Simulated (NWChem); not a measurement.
## A calculation on germylsilane (H$_{6}$GeSi)

SMILES: [SiH3][GeH3]
```xyz
8

Si     0.0617     1.6043     0.0000
Ge    -0.0299    -0.7770     0.0000
H      0.7827     2.0914     1.2154
H      0.7827     2.0914    -1.2154
H     -1.3209     2.1722     0.0000
H     -0.7716    -1.2892     1.2495
H     -0.7716    -1.2892    -1.2495
H      1.3910    -1.3725     0.0000
```
Charge 0, spin multiplicity 1.

Program: NWChem. The geometry was optimised at PBE0/def2-SVP, a minimum by its harmonic frequencies.

Symmetry labels belong to the abelian group Cs used in the runs, with the axes of the coordinates shown; states degenerate in a higher group split over its labels.

The Hamiltonian is non-relativistic.

### Question
List the lowest 4 singlet excitations that CIS/def2-SVP gives, with oscillator strengths.

### Answer
```tsv
state	symmetry	energy (eV)	wavelength (nm)	f
1	a'	8.47	146	0.064
2	a"	8.47	146	0.064
3	a'	9.67	128	1.441
4	a'	10.25	121	0.002
```
